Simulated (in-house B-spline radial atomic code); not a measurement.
A fraction x of an electron is removed from 3p in Ga4+, starting from [Ar] 3d9 and keeping the highest spin. Level of theory: scalar-relativistic (X2C) PBE0, spin-polarised, spherical fractional occupations, Fermi nucleus of rms radius 3.9973 fm; calculated with a B-spline radial code for spherical atoms.

Caution: exact exchange at fractional occupations of open shells leaves self-interaction of up to several eV.

```csv
x,E(x) - E(0) (eV),3p down level (eV)
0,0.0000,-161.926
0.06,9.7559,-163.273
0.25,?,?
0.27,44.5422,-168.036
0.45,75.1601,-172.172
0.5,?,?
0.72,122.4937,-178.464
0.82,140.4578,-180.821
0.94,162.3269,-183.666
1,173.3897,-185.096
```

(1) What belongs in the row x = 0.25?

(2) What belongs in the row x = 0.5?

(3) Check Janak's theorem between x = 0.27 and 0.45.

## Answers

(1) An energy change of 41.1860 eV; 3p down at -167.579 eV.

(2) An energy change of 83.7976 eV; 3p down at -173.329 eV.

(3) The slope of the energy is 170.10 eV; the orbital levels give 170.10 eV (-ε of the emptying orbital, averaged over the two points).
